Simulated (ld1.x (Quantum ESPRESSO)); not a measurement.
**Be: excitation energies, all-electron against PAW**

```json
{
 "Element": "beryllium (Be)",
 "Generator": "ld1.x (Quantum ESPRESSO) 7.5",
 "Type": "PAW",
 "Functional": "LDA (PZ)",
 "Relativity": "fully relativistic",
 "Frozen core": "[He]",
 "Valence charge": "2",
 "Reference configuration": "2s0.5 2p0 (charge +1.5)",
 "Partial waves": "2s (bound): rcut 1.10, rcutus 1.50 bohr; 2s channel at -0.2 Ry: rcut 1.10, rcutus 1.50 bohr; 2p (bound, empty): rcut 1.50, rcutus 2.05 bohr; 2p channel at 4 Ry: rcut 1.50, rcutus 2.05 bohr; 3d channel at 0.4 Ry: rc 1.60 bohr",
 "Local potential": "the d channel",
 "Core correction": "a·sin(br)/r model core, default radius (ld1.x builds one for every PAW set, though the input has nlcc=.false.)",
 "Augmentation charge": "PSQ, inside the norm-conserving radii"
}
```

Open shells are filled in proportion to 2j + 1 (rel_dist='average').

Energies are relative to the spin-unpolarised reference configuration 2s0.5 2p0; without spin polarisation the order of configurations can differ from experiment. The d channel is local and has no spin–orbit splitting in the pseudo-atom. The frozen-core shift is the all-electron ΔE with the core orbitals held at their reference shape minus the fully relaxed ΔE.

```tsv
valence configuration	charge	ΔE all-electron (eV)	error AE − PS (meV)	frozen-core shift (meV)
2s1 2p0	+1	-7.898	-1.4	+1.8
2s1.5 2p0	+0.5	-13.666	-3.7	+5.1
2s0 2p2	0	-10.347	-1.7	+2.7
2s0 2p1	+1	-4.084	-1.1	+0.9
2s1 2p1	0	-13.899	-3.0	+4.8
```

Question: What are ΔE and the potential's error for 2s2 2p0?

Answer: ΔE = -17.418 eV all-electron; the error (AE − PS) is -5.2 meV.

The ghost test of this file was not conclusive.
